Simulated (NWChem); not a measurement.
PbBr2, singlet; SMILES [Br][Pb][Br]

```xyz
3

Pb     0.0000     0.0000     0.7786
Br     2.0294     0.0000    -0.8931
Br    -2.0294     0.0000    -0.8931
```
Atoms are numbered in this order, from 1.

Level: PBE0/def2-SVP with def2 effective core potentials on Pb (NWChem), optimised geometry, unscaled harmonic frequencies. Low-valent species are run as closed-shell singlets; no triplet was tried in these runs. This build's default masses of Se (78.918 u) and Br (79.917 u) are each other's, which moves their modes by up to 0.6 %. def2 effective core potentials on Pb; no spin-orbit coupling.

```csv
frequency (cm⁻¹),IR intensity (km/mol)
63,1.0
212,44.9
218,17.5
```

| Quantity | Result |
|---|---|
| zero-point energy | 0.7 kcal/mol |
| thermal correction to the enthalpy at 298.15 K (with zero-point energy) | 4.3 kcal/mol |
| heat capacity Cv | 11.6 cal/(mol K) |
| entropy at 298.15 K and 1 atm (symmetry number 2) | 80.9 cal/(mol K) |

Rigid rotor and harmonic oscillator; modes under 100 cm⁻¹ make the entropy uncertain.
